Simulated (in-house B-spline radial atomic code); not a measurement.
Results of a calculation; reference values are marked as such.
**Building a PAW d channel for Mn, r_c = 1.78 bohr**

Mn, [Ar] 3d5 4s2, non-relativistic PBE, spherical and spin-unpolarised, from an all-electron radial atomic-structure program (B-spline basis) (atomic units; all potentials screened as in the neutral atom).

Two all-electron partial waves φ1, φ2 are integrated outwards at E1 = ε(3d) = -0.257602 and E2 = E1 + 0.5 hartree; φ1 is the bound orbital and φ2 has unit norm inside r_c = 1.7764 bohr. Smooth partners are polynomials, r^3(a0 + a1 r² + a2 r⁴ + a3 r⁶), matched to φ and three derivatives at r_c, with no condition on the norm. The local potential is -7.51865 + (5.79368) r² + (-1.87738) r⁴ + (0.224553) r⁶ inside 1.4544 bohr and the all-electron one outside.

| wave | φ(r_c) | φ'(r_c) | a0 | a1 | a2 | a3 |
| --- | --- | --- | --- | --- | --- | --- |
| 1 | 0.5048066 | -0.3722845 | 0.9463271 | -0.5992354 | 0.1413091 | -0.01185309 |
| 2 | 0.1860503 | 1.532189 | -1.031587 | 0.7729901 | -0.1885054 | 0.01599605 |

Inside r_c the overlaps are <φi φj> = [[0.82751, -0.84272], [-0.84272, 1.00000]] and, for the smooth waves, [[0.30244, -0.16390], [-0.16390, 0.12863]]. With χj = (Ej − T − V_local) applied to smooth wave j, the program's quadrature gives the matrix B_ij = <smooth i, χj> as [[-0.35818, 0.55758], [0.21817, -0.35512]].

(1) Check the match of the first wave, and find the augmentation charges q_ij.

(2) B isn't symmetric. Show that D_ij = B_ij + Ej q_ij is.

Solving (T + V_local + Σ p D p) ψ = E (1 + Σ p q p) ψ in a sphere of 9 bohr gives these levels:

| all-electron | one projector | two projectors |
| --- | --- | --- |
| -0.257597 | -0.257597 | -0.257597 |
| 0.108024 | 0.111105 | 0.108024 |
| 0.369037 | 0.386260 | 0.369039 |
| 0.775857 | 0.826894 | 0.775993 |
| 1.315530 | 1.428910 | 1.316850 |

(3) What does the second projector gain?

## Answers

(1) At r_c the four terms are 5.30473, -10.59989, 7.88779, -2.08785, which sum to 0.5048, φ1(r_c) to rounding. q_ij is the all-electron overlap less the smooth one: [[0.52506, -0.67882], [-0.67882, 0.87137]]. The smooth first wave has a norm of 0.3024 inside r_c against 0.8275, and q11 > 0 puts back the missing charge.

(2) Integrating by parts gives B12 − B21 = (E1 − E2) q12: 0.55758 − (0.21817) = 0.33941, and −0.5 × (-0.67882) = 0.33941. So D12 = 0.55758 + (0.242398)(-0.67882) = 0.39304 and D21 = 0.21817 + (-0.257602)(-0.67882) = 0.39304; D11 = -0.49344, D22 = -0.14390. The projectors, p = (B⁻¹)ᵀ χ, are dual to the smooth waves; det B = 0.0055.

(3) With one projector the errors are 0.00, +3.08, +17.22, +51.04, +113.38 millihartree. With two the errors are 0.00, 0.00, 0.00, +0.14, +1.32 millihartree. The scattering is exact at E1 and at E2 = 0.242, and over all levels compared the largest error is 1.3 millihartree. The lowest eigenvalue of the overlap operator is 1 with one and 0.9398 with two projectors. The smooth orbital alone needs a cutoff of 19 hartree for 1 millihartree of kinetic energy, against 38.4 for a norm-conserving Troullier-Martins orbital of the same radius; part of the gain comes from giving up the norm, part from the simpler form.
